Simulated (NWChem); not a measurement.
Program: NWChem. System: diselenium (Se$_{2}$), charge 0, spin multiplicity 3, at a geometry optimised with UPBE/def2-SVP. Its SCF solution wasn't tested for a lower state. Level: UHF/def2-TZVP.

NWChem printed:

```
             Northwest Computational Chemistry Package (NWChem) 7.3.0
             --------------------------------------------------------

                                NWChem Input Module
                                -------------------

 Scaling coordinates for geometry "geometry" by  1.889725989
 (inverse scale =  0.529177249)

 Turning off AUTOSYM since
 SYMMETRY directive was detected!

                             Geometry "geometry" -> ""
                             -------------------------

 Output coordinates in angstroms (scale by  1.889725989 to convert to a.u.)

  No.       Tag          Charge          X              Y              Z
 ---- ---------------- ---------- -------------- -------------- --------------
    1 Se                  34.0000     0.00000000     0.00000000     1.09971800
    2 Se                  34.0000     0.00000000     0.00000000    -1.09971800

 Effective nuclear repulsion energy (a.u.)     278.1298932288

            Nuclear Dipole moment (a.u.)
            ----------------------------
        X                 Y               Z
 ---------------- ---------------- ----------------
     0.0000000000     0.0000000000     0.0000000000

      Symmetry information
      --------------------

 Group name             D2h
 Group number             26
 Group order               8
 No. of unique centers     1

      Symmetry unique atoms

     1


 Summary of "ao basis" -> "" (spherical)
 ------------------------------------------------------------------------------
       Tag                 Description            Shells   Functions and Types
 ---------------- ------------------------------  ------  ---------------------
 *                         def2-tzvp                  on all atoms

 Summary of "ao basis" -> "ao basis" (spherical)
 ------------------------------------------------------------------------------
       Tag                 Description            Shells   Functions and Types
 ---------------- ------------------------------  ------  ---------------------
 Se                        def2-tzvp                16       48   6s5p4d1f

                                 NWChem SCF Module
                                 -----------------

  ao basis        = "ao basis"
  functions       =    96
  atoms           =     2
  alpha electrons =    35
  beta  electrons =    33
  charge          =   0.00
  wavefunction    = UHF
  use symmetry    = T
  symmetry adapt  = T

[...]
    10     -0.216597  1 Se px                58      0.216597  2 Se px
    13      0.194221  1 Se px                61     -0.194221  2 Se px

 Vector   35  Occ=0.000000D+00  E=-1.336236D-02  Symmetry=b3g
              MO Center= -3.3D-17, -1.7D-16,  2.3D-16, r^2= 3.9D+00
   Bfn.  Coefficient  Atom+Function         Bfn.  Coefficient  Atom+Function
  ----- ------------  ---------------      ----- ------------  ---------------
    20      0.479596  1 Se py                68     -0.479596  2 Se py
    17      0.299154  1 Se py                65     -0.299154  2 Se py
    11     -0.216597  1 Se py                59      0.216597  2 Se py
    14      0.194221  1 Se py                62     -0.194221  2 Se py

 Vector   36  Occ=0.000000D+00  E= 1.012330D-01  Symmetry=b1u
              MO Center=  4.3D-16,  4.3D-16, -3.7D-13, r^2= 6.1D+00
   Bfn.  Coefficient  Atom+Function         Bfn.  Coefficient  Atom+Function
  ----- ------------  ---------------      ----- ------------  ---------------
    21     -0.984332  1 Se pz                69     -0.984332  2 Se pz
     6      0.900298  1 Se s                 54     -0.900298  2 Se s
    18     -0.253248  1 Se pz                66     -0.253248  2 Se pz
    12      0.164903  1 Se pz                60      0.164903  2 Se pz
    15     -0.150841  1 Se pz                63     -0.150841  2 Se pz

 center of mass
 --------------
 x =   0.00000000 y =   0.00000000 z =   0.00000000

 moments of inertia (a.u.)
 ------------------
         681.660385425285           0.000000000000           0.000000000000
           0.000000000000         681.660385425285           0.000000000000
           0.000000000000           0.000000000000           0.000000000000

  Mulliken analysis of the total density
  --------------------------------------

    Atom       Charge   Shell Charges
 -----------   ------   -------------------------------------------------------
    1 Se  34    34.00   2.00  2.00  1.17  0.78  1.02  0.95  6.00  5.93  0.90  2.18  0.96  8.97  1.04  0.02  0.09  0.01
    2 Se  34    34.00   2.00  2.00  1.17  0.78  1.02  0.95  6.00  5.93  0.90  2.18  0.96  8.97  1.04  0.02  0.09  0.01

  Mulliken analysis of the alpha density
  --------------------------------------

    Atom       Charge   Shell Charges
 -----------   ------   -------------------------------------------------------
    1 Se  34    17.50   1.00  1.00  0.58  0.39  0.52  0.47  3.00  2.97  0.58  1.40  0.54  4.48  0.52  0.01  0.03  0.00
    2 Se  34    17.50   1.00  1.00  0.58  0.39  0.52  0.47  3.00  2.97  0.58  1.40  0.54  4.48  0.52  0.01  0.03  0.00

   Mulliken analysis of the beta density
   -------------------------------------

    Atom       Charge   Shell Charges
 -----------   ------   -------------------------------------------------------
    1 Se  34    16.50   1.00  1.00  0.58  0.39  0.50  0.48  3.00  2.96  0.32  0.78  0.42  4.49  0.52  0.01  0.05  0.01
    2 Se  34    16.50   1.00  1.00  0.58  0.39  0.50  0.48  3.00  2.96  0.32  0.78  0.42  4.49  0.52  0.01  0.05  0.01

   Mulliken analysis of the spin density
   -------------------------------------

    Atom       Charge   Shell Charges
 -----------   ------   -------------------------------------------------------
    1 Se  34     1.00  -0.00  0.00  0.00 -0.00  0.02 -0.01  0.00  0.01  0.26  0.62  0.13 -0.01  0.00  0.00 -0.02 -0.00
    2 Se  34     1.00  -0.00  0.00  0.00 -0.00  0.02 -0.01  0.00  0.01  0.26  0.62  0.13 -0.01  0.00  0.00 -0.02 -0.00

       Multipole analysis of the density wrt the origin
       ------------------------------------------------

     L   x y z        total         alpha         beta         nuclear
     -   - - -        -----         -----         ----         -------
     0   0 0 0     -0.000000    -35.000000    -33.000000     68.000000

     1   1 0 0     -0.000000     -0.000000     -0.000000      0.000000
     1   0 1 0      0.000000     -0.000000      0.000000      0.000000
     1   0 0 1      0.000000      0.000000      0.000000      0.000000

     2   2 0 0    -27.709650    -15.964874    -11.744776      0.000000
     2   1 1 0      0.000000      0.000000      0.000000      0.000000
     2   1 0 1     -0.000000      0.000000     -0.000000      0.000000
     2   0 2 0    -27.709650    -15.964874    -11.744776      0.000000
     2   0 1 1     -0.000000      0.000000     -0.000000      0.000000
     2   0 0 2    -24.901479   -166.353433   -152.224584    293.676538

 Task  times  cpu:        3.3s     wall:        3.3s

 Total times  cpu:        3.3s     wall:        3.3s
```

Write an NWChem input that would produce this output.

One answer among several that fit: 
```
start mol
memory heap 200 mb stack 900 mb global 1100 mb
geometry units angstroms nocenter noautoz
  Se     0.000000     0.000000     1.099718
  Se     0.000000     0.000000    -1.099718
  symmetry group D2h
end
basis spherical
  * library def2-tzvp
end
scf
  uhf
  nopen 2
  maxiter 100
  thresh 1e-7
  semidirect memsize 60000000 filesize 0
  # guess.movecs holds the orbitals of an unrestricted PBE0 run
  vectors input guess.movecs output mol.movecs
end
task scf energy
```
